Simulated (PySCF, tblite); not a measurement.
Compound: C₈H₁₂O.
Cartesian coordinates in Å at the GFN2-xTB level; atoms count from 1:
```
atom  x, y, z in Å
C1     3.5342    0.0356    0.0011
C2     2.1308   -0.5477   -0.0470
O3     1.2136    0.5205    0.0433
C4    -0.1251    0.2395    0.0205
C5    -0.6742   -0.9642   -0.0800
C6    -2.1554   -1.1933   -0.0984
C7    -2.9440    0.0710    0.0064
C8    -2.3966    1.2684    0.1063
C9    -0.9226    1.5093    0.1274
H10    3.6784    0.5778    0.9314
H11    4.2693   -0.7611   -0.0669
H12    3.6768    0.7256   -0.8257
H13    1.9776   -1.0956   -0.9875
H14    1.9783   -1.2455    0.7886
H15   -0.0712   -1.8565   -0.1554
H16   -2.4331   -1.8625    0.7265
H17   -2.4339   -1.7176   -1.0220
H18   -4.0196   -0.0425   -0.0041
H19   -3.0148    2.1530    0.1794
H20   -0.6383    2.1754   -0.6954
H21   -0.6391    2.0271    1.0509
```

Level of theory: PBE0/pcSseg-1 in PySCF (dipole) on a GFN2-xTB geometry, gas phase.

Take the most abundant isotopes and a rigid rotor. The values belong to one conformer with, in the numbering `[CH3:1][CH2:2][O:3][C:4]1=[CH:5][CH2:6][CH:7]=[CH:8][CH2:9]1`, C1–C2–O3–C4 180°, C2–O3–C4–C5 0°.

(1) What are A, B and C (GHz)?

(2) Classify the top.

(3) Is it planar, by Δ = Ic − Ia − Ib?

(4) Give the other two planar moments, Paa and Pbb, and the rms extents of the mass along the axes.

(5) Predict some low-J microwave lines.

(6) Estimate the classical rotational partition function at 10 K, 100 K and 500 K.

Answers

(1) Ia = 116.10, Ib = 567.92, Ic = 671.49 u·Å²; 505379 MHz·u·Å²/I gives 4353, 889.9 and 752.6 MHz, that is A = 4.3530, B = 0.8899, C = 0.7526 GHz.

(2) A near-prolate asymmetric top; Ray's κ = -0.924.

(3) Not planar: Δ = Ic − Ia − Ib = -12.53 u·Å². For a rigid frame Δ = −2 Σ m c², so Σ m c² = 6.27 u·Å² lies off the ab plane, practically all of it from hydrogen. The atom farthest from that plane is 0.89 Å away.

(4) Paa = Σ m a² = (Ib + Ic − Ia)/2 = 561.66 and Pbb = Σ m b² = (Ia + Ic − Ib)/2 = 109.83 u·Å². With the mass M = 124.09 u, the rms extents √(P/M) along a, b and c are 2.13, 0.94, 0.22 Å.

(5) The dipole components are |μa| = 0.52 D, |μb| = 0.80 D, |μc| = 0.00 D; the mirror of this Cs structure is the ab plane, so μc vanishes by symmetry and there are no c-type lines. The squared components, which scale the intensities, stand as 0.42 : 1.00 (a : b). Some lines, for components of 0.1 D or more:

```
type  branch         J(Ka,Kc)    MHz  lower level (cm⁻¹)
   b       R  3(0,3) ← 2(1,2)   1582               0.275
   a       R  2(1,2) ← 1(1,1)   3148               0.170
   a       R  2(0,2) ← 1(0,1)   3281               0.055
   a       R  2(1,1) ← 1(1,0)   3422               0.175
   b       Q  1(1,0) ← 1(0,1)   3600               0.055
   b       Q  3(1,2) ← 3(0,3)   3961               0.328
   b       Q  4(1,3) ← 4(0,4)   4267               0.546
   a       R  4(3,2) ← 3(3,1)   6578               1.389
   a       R  4(2,2) ← 3(2,1)   6607               0.801
   b       R  2(1,2) ← 1(0,1)   6611               0.055
   b       R  3(1,3) ← 2(0,2)   8049               0.164
   b       R  4(1,4) ← 3(0,3)   9425               0.328
   b       Q  2(2,0) ← 2(1,1)  10393               0.289
   b       R  2(2,1) ← 1(1,0)  13812               0.175
   b       R  4(2,2) ← 3(1,3)  17636               0.433
   b       Q  3(3,1) ← 3(2,2)  17661               0.800
   b       R  3(3,1) ← 2(2,0)  22585               0.636
   b       R  3(3,0) ← 2(2,1)  22589               0.636
   b       R  4(3,2) ← 3(2,1)  24219               0.801
   b       R  4(4,1) ← 3(3,0)  31293               1.389
   b       R  4(4,0) ← 3(3,1)  31293               1.389
```

(6) Point group Cs, symmetry number σ = 1; q = (√π/σ)·√((kT/h)³/(ABC)), k/h = 20836.6 MHz/K: 3120 at 10 K, 98700 at 100 K, 1100000 at 500 K.

Its GFN2-xTB frequencies are all real (lowest 25 cm⁻¹). Zero-point vibration and centrifugal distortion are left out. A rigid rotor knows nothing of internal rotation, which can split or shift real lines.

On Intel Xeon at 2.50 GHz, one thread, shared host with 64 logical CPUs at a one-minute load of 60, this took 2.3 min (grids of density and orbitals included) and 1.0 GiB of memory at its peak. This is the PBE0/pcSseg-1 job that gave the dipole, with the shieldings it also computed.
